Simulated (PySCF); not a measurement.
The numbers are results of B3LYP-D3(BJ)/def2-TZVP // M06-2X/def2-TZVP run with PySCF, not measurements. Isolated molecules, 0 K electronic values unless said otherwise. B3LYP has the VWN-RPA correlation part, as in Gaussian. Excitations are Tamm–Dancoff values on a coarser integration grid. The basis has no diffuse functions, so Rydberg states are missing or too high.

Reference species (SMILES): `[CH3][InH][CH3]` (neutral, multiplicity 1).

* **T1 excitation (TDA)**: 4.15 eV
* **S1–T1 gap (TDA)**: 0.23 eV
* **S1 excitation (TDA)**: 4.38 eV
* **HOMO**: -6.97 eV

Changed species: `[CH3][InH2]` (2 of 3 CH3 replaced by H; the reference has 1 of 3 CH3 replaced by H).

Q: Give the shifts of the T1 excitation (TDA), S1–T1 gap (TDA), S1 excitation (TDA) and HOMO.

A: the T1 excitation (TDA) is nearly the same; the S1–T1 gap (TDA) increases by 0.04 eV, to 0.27 eV; the S1 excitation (TDA) increases by 0.03 eV, to 4.41 eV; the HOMO decreases by 0.37 eV, to -7.34 eV.
